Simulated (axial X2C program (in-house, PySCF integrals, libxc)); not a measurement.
## Potential curves of InB, spin-free

Computed with an in-house all-electron X2C program for linear molecules (integrals from PySCF). Spin-free means the one-electron spin-free X2C Hamiltonian. Basis: In dyall-cv3z [11s12p9d4f1g], B dyall-v3z [7s6p2d1f] (cores contracted in-house); Gaussian nuclei, density fitting, unrestricted open shells. Masses: In 114.904 u, B 11.009 u.

State: M_S = 1, Λ = 0 (beyond evenly filled blocks: π+α, π-α). Energies in eV from the fragments at the same level (In + B). Fits are polynomials in 1 − R0/R over 0.85 to 1.23 times the lowest point R0.

| R (Å) | CCSD(T) | HF |
| --- | --- | --- |
| 1.9314 |  | -0.1229 |
| 2.0202 | -1.0543 | -0.4357 |
| 2.0868 | -1.1947 | -0.5705 |
| 2.1534 | -1.2738 | -0.6425 |
| 2.2200 | -1.3053 | -0.6669 |
| 2.2977 | -1.2962 | -0.6502 |
| 2.3754 | -1.2519 | -0.5977 |
| 2.4753 | -1.1581 | -0.4932 |
| 2.5974 |  | -0.3290 |
| 2.7750 |  | -0.0550 |

Correlated methods: 16 electrons correlated (number of frozen shells: In 4 s, 3 p, 1 d; B 1 s), 238 virtual spin orbitals or spinors in MP2, 109 natural virtuals in coupled cluster.

De is counted from the lowest determinant-based energies of the atoms at the same level, without counterpoise correction. CCSD and (T) use frozen natural virtuals with an MP2 correction for the truncation; (T) itself is uncorrected, so its De runs slightly low. The state is one determinant with fixed occupations, lowest in a PBE0 search at one distance only: followed along the bond, the spin-free determinant M_S = 1, Λ = 1 reaches 0.02 eV lower at PBE0, at Re = 2.419 Å, so the state shown is not the lowest. The determinant is spin-polarised beyond a pure state at some levels (its spin-free form has ⟨S²⟩ too high), which makes Re and μ there less reliable. The T1 diagnostic is large, a sign of multireference character. Spin-free De lacks the spin–orbit lowering of the heavy p-block atom, a tenth of an eV or more for 4p and 5p, up to an eV for 6p and one to two eV for 7p atoms, less what an open-shell molecule gains itself. Coupled cluster ran on the points near the minimum only. MP2 and coupled cluster on one determinant become unreliable at the stretched end.

**Question.** What are Re, ωe and De at the CCSD(T) level?

**Answer.** At CCSD(T), spin-free: Re = 2.242 Å, ωe ≈ 449 cm⁻¹, De = 1.31 eV to In + B; Be follows as 0.334 cm⁻¹.

**Question.** Fit the HF curve near its minimum: give the equilibrium distance, the harmonic wavenumber and the well depth.

**Answer.** At HF, spin-free: Re = 2.229 Å, ωe ≈ 460 cm⁻¹, De = 0.67 eV to In + B; Be follows as 0.338 cm⁻¹.
